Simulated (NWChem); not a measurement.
C[O][Mg][Br] (CH₃BrMgO), optimised at PBE0/def2-SVP with NWChem:

- highest occupied level (eV) = -7.34
- orbital gap (eV) = 5.92
- dipole (D) = 1.50

All stand in one matching conformer (torsions within 35°), which need not be the lowest. This build's default masses of Se (78.918 u) and Br (79.917 u) are each other's, which moves their modes by up to 0.6 %. One or both are not confirmed as a minimum by frequencies.

Q: One Mg atom is replaced by Zn, giving C[O][Zn][Br] (CH3BrOZn), optimised at the same level. How do these values move?

A: 
```
quantity                     new value  change
---------------------------  ---------  ------
highest occupied level (eV)      -7.37   -0.03
orbital gap (eV)                  6.18   +0.26
dipole (D)                        1.38   -0.12
```
